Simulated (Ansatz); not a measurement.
`CO[CH2][GeH3]`. Charge 0, multiplicity 1. The geometry is a stationary point of PBE0-D4/def2-TZVP. It is one conformer, not always the lowest.

```xyz
12

C    -1.866    0.652    0.517
O    -0.480    0.731    0.319
C     0.061   -0.471   -0.165
Ge    1.999   -0.234   -0.401
H    -2.122   -0.124    1.251
H    -2.392    0.427   -0.422
H    -2.202    1.620    0.890
H    -0.393   -0.754   -1.127
H    -0.124   -1.300    0.535
H     2.596   -1.550   -0.931
H     2.653    0.114    0.945
H     2.270    0.890   -1.412
```

(1) What is the dipole moment at r2SCAN/def2-TZVPP? (Estimate.)

(2) And with PBE, B3LYP, ωB97M-V? (Best estimate.)

(3) Give the Mulliken charges with r2SCAN, B3LYP, ωB97M-V in def2-TZVPP. (An estimate is asked.)

## Answers

(1) The calculation gave: 1.47 D, with components (-1.22, -0.82, -0.07) D in this frame, pointing from negative to positive charge.

(2) Computed: PBE 1.43 D, B3LYP 1.51 D, ωB97M-V 1.48 D.

(3) Ansatz gave: 
| atom | r2SCAN | B3LYP | ωB97M-V |
| --- | --- | --- | --- |
| C1 | 0.02 | -0.12 | -0.18 |
| O2 | -0.32 | -0.32 | -0.30 |
| C3 | -0.03 | -0.08 | -0.17 |
| Ge4 | 0.13 | 0.12 | 0.07 |
| H5 | 0.04 | 0.08 | 0.10 |
| H6 | 0.04 | 0.08 | 0.10 |
| H7 | 0.06 | 0.11 | 0.12 |
| H8 | 0.06 | 0.09 | 0.12 |
| H9 | 0.06 | 0.09 | 0.12 |
| H10 | -0.02 | -0.02 | 0.00 |
| H11 | -0.02 | -0.01 | 0.01 |
| H12 | -0.02 | -0.01 | 0.01 |

B3LYP here is the variant with VWN-RPA as its local correlation; programs differ in this.
